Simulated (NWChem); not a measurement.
Species: C$_{2}$H$_{7}$S cation; SMILES C[SH+]C

```xyz
10

C      0.5434     0.0034     1.4369
S     -0.5722     0.0454     0.0000
C      0.5434     0.0034    -1.4369
H      1.2826    -0.8132     1.3428
H     -0.0963    -0.1263     2.3312
H      1.0352     0.9942     1.4761
H     -0.9773    -1.2651     0.0000
H      1.2826    -0.8132    -1.3428
H     -0.0963    -0.1263    -2.3312
H      1.0352     0.9942    -1.4761
```
Atoms are numbered in this order, from 1.

Program: NWChem. Pople sets run with spherical d functions. Coordinates come from a PBE-D3(BJ)/def2-SVP optimisation. Atomic charges in e: unrestrained fits to the electrostatic potential beside Mulliken populations; buried atoms are poorly determined by the fit.

For level B3LYP/def2-SVP:

```
Property     Value
-----------  -----
Mulliken C1  -0.14
Mulliken S2   0.27
Mulliken C3  -0.14
```

**Question.** Estimate the same quantities for level Hartree-Fock/6-31G*.

**Answer.** 
| Quantity | Result |
|---|---|
| Mulliken C1 | -0.70 |
| Mulliken S2 | 0.48 |
| Mulliken C3 | -0.70 |
